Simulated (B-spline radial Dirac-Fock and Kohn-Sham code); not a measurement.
Model: independent-particle photoionisation in a Dirac-Hartree-Slater potential with a Latter tail, all multipoles, thresholds from Dirac-Fock ΔSCF. Program: a radial atomic solver. Kinetic energies are from the vacuum level. Open shells are spread statistically over j, without multiplet splitting. Without correlation, outer binding energies are uncertain by a few eV, most for open f shells.

Q: A free atom or ion in its tabulated ground configuration is ionised with 8990 eV photons and gives these photoelectron lines. Identify it and assign the lines.

```tsv
kinetic energy (eV)	relative cross section
8203.8	100.0
8888.7	7.1
8904.8	0.047
8904.9	0.092
```

A: F³⁺, [He] 2s2 2p2. Binding energies are hν less the kinetic energy: 1s 786.2 eV, 2s 101.3 eV, 2p1/2 85.23 eV, 2p3/2 85.14 eV.

Q: A free atom or ion in its tabulated ground configuration is ionised with Ga Kα (9251.7 eV) photons and gives these photoelectron lines. Identify it and assign the lines.

```tsv
kinetic energy (eV)	relative cross section
2057.6	43.7
2467.6	59.7
2981.2	100.0
7608.3	10.1
7782.7	9.3
7887.2	15.9
8187.6	4.3
8209.5	5.8
8864.1	2.4
8932.0	2.0
8955.0	3.4
9068.7	0.85
9072.8	1.1
9158.5	0.48
9180.8	0.35
9184.7	0.59
```

A: Nd⁴⁺, [Xe] 4f2. Binding energies are hν less the kinetic energy: 2s 7194.1 eV, 2p1/2 6784.1 eV, 2p3/2 6270.5 eV, 3s 1643.4 eV, 3p1/2 1469.0 eV, 3p3/2 1364.5 eV, 3d3/2 1064.1 eV, 3d5/2 1042.2 eV, 4s 387.6 eV, 4p1/2 319.7 eV, 4p3/2 296.7 eV, 4d3/2 183.0 eV, 4d5/2 178.9 eV, 5s 93.17 eV, 5p1/2 70.87 eV, 5p3/2 67.03 eV.

Q: A free atom or ion in its tabulated ground configuration is ionised with 3120 eV photons and gives these photoelectron lines. Identify it and assign the lines.

| kinetic energy (eV) | relative cross section |
| --- | --- |
| 610.0 | 100.0 |
| 2853.8 | 5.9 |
| 2918.7 | 1.2 |
| 2919.9 | 2.2 |
| 3075.3 | 0.68 |
| 3086.6 | 0.036 |
| 3086.7 | 0.071 |

A: S²⁺, [Ne] 3s2 3p2. Binding energies are hν less the kinetic energy: 1s 2510.0 eV, 2s 266.2 eV, 2p1/2 201.3 eV, 2p3/2 200.1 eV, 3s 44.73 eV, 3p1/2 33.37 eV, 3p3/2 33.26 eV.

Q: A free atom or ion in its tabulated ground configuration is ionised with 1000 eV photons and gives these photoelectron lines. Identify it and assign the lines.

```tsv
kinetic energy (eV)	relative cross section
650.1	42.1
711.1	51.0
716.5	100.0
817.2	36.9
818.1	54.1
```

A: As⁷⁺, [Ar] 3d8. Binding energies are hν less the kinetic energy: 3s 349.9 eV, 3p1/2 288.9 eV, 3p3/2 283.5 eV, 3d3/2 182.8 eV, 3d5/2 181.9 eV.

Values without a named source are computed, but for edge energies of neutral atoms, which are taken from tables.
